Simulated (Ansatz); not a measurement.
Si19H28⁺, a nanocrystal cut from cubic silicon. Charge 1, multiplicity 2. Geometry PBE-D4/def2-SVP; atoms count from 1.

```xyz
47

Si    1.2561   -0.1201    3.8474
Si    3.1661   -1.8979    1.2141
Si   -2.4222    0.4221    3.2171
Si   -0.2285   -1.1577    0.3388
Si   -3.7860   -0.8747    0.0230
Si   -1.5694    2.4773   -0.0785
Si   -1.7444   -2.2492   -2.9493
Si    2.1364    1.9318    0.5568
Si    0.6137    0.9023   -2.8050
Si    1.9062   -2.7871   -2.3234
Si   -0.5975    1.1816    4.5036
Si    1.5653   -0.1311    1.5122
Si    3.7964   -2.2657   -1.0207
Si    0.3572    3.4517    0.8797
Si   -1.9433    0.3855    0.9110
Si    0.1532   -1.2380   -1.9581
Si   -3.7297   -1.1575   -2.3102
Si   -1.1932    2.3599   -2.4017
Si    2.5217    1.8131   -1.7647
H     2.5342    0.3930    4.4581
H     1.0387   -1.5530    4.2586
H     2.5246   -3.1263    1.8034
H     4.3205   -1.4662    2.0858
H    -2.7620   -0.9927    3.6077
H    -3.6311    1.3021    3.4015
H    -0.5301   -2.5074    0.9388
H    -3.7425   -2.2040    0.7292
H    -4.9919   -0.0961    0.4907
H    -2.7781    3.3199    0.2521
H    -1.7998   -3.6688   -2.4482
H    -1.5539   -2.2431   -4.4427
H     3.3558    2.4170    1.3037
H     0.8462    0.7545   -4.2879
H     1.3949   -4.1394   -1.8999
H     2.2227   -2.8001   -3.7953
H    -0.8771    0.9900    5.9701
H    -0.3352    2.6339    4.2221
H     4.7107   -3.4655   -1.0047
H     4.5302   -1.0664   -1.5473
H     0.1513    3.7519    2.3382
H     0.6717    4.7255    0.1396
H    -3.8848    0.1727   -2.9888
H    -4.8965   -2.0509   -2.6509
H    -2.4274    1.9082   -3.1310
H    -0.8125    3.7424   -2.8637
H     3.7474    0.9994   -2.0723
H     2.7158    3.2231   -2.2588
```

Single mean-field runs in def2-TZVP are fitted with def2-universal-jkfit.

**Question.** Estimate the Mulliken populations of the heavy atoms from the PBE0/def2-TZVP orbitals of Ansatz.

**Answer.** 
```
atom  charge (e)  spin (α − β)
 Si1        0.00          0.00
 Si2        0.01          0.13
 Si3        0.00          0.00
 Si4        0.01          0.16
 Si5        0.01          0.13
 Si6        0.00          0.00
 Si7        0.00          0.02
 Si8        0.00          0.00
 Si9        0.00          0.00
Si10        0.00          0.02
Si11       -0.01          0.03
Si12       -0.04          0.17
Si13       -0.02          0.01
Si14       -0.02          0.02
Si15       -0.04          0.17
Si16       -0.06          0.01
Si17       -0.02          0.01
Si18       -0.02          0.00
Si19       -0.02          0.00
```
Mulliken values depend strongly on the basis.

**Question.** Where does the spin sit?

**Answer.** Summed by element: Si 0.88, H 0.12, of 1 unpaired in all. Largest on single atoms: Si15 0.17, Si12 0.17, Si4 0.16.

**Question.** And the Mayer bond orders between heavy atoms (over 0.3)?

**Answer.** Si1–Si11 0.92 (2.36 Å); Si1–Si12 0.94 (2.36 Å); Si2–Si12 0.82 (2.40 Å); Si2–Si13 0.94 (2.35 Å); Si3–Si11 0.92 (2.36 Å); Si3–Si15 0.94 (2.36 Å); Si4–Si12 0.81 (2.38 Å); Si4–Si15 0.81 (2.38 Å); Si4–Si16 0.94 (2.33 Å); Si5–Si15 0.82 (2.40 Å); Si5–Si17 0.94 (2.35 Å); Si6–Si14 0.92 (2.36 Å); Si6–Si15 0.92 (2.34 Å); Si6–Si18 0.94 (2.36 Å); Si7–Si16 0.91 (2.37 Å); Si7–Si17 0.94 (2.35 Å); Si8–Si12 0.92 (2.34 Å); Si8–Si14 0.92 (2.36 Å); Si8–Si19 0.94 (2.36 Å); Si9–Si16 0.92 (2.35 Å); Si9–Si18 0.94 (2.36 Å); Si9–Si19 0.94 (2.36 Å); Si10–Si13 0.94 (2.35 Å); Si10–Si16 0.91 (2.37 Å).
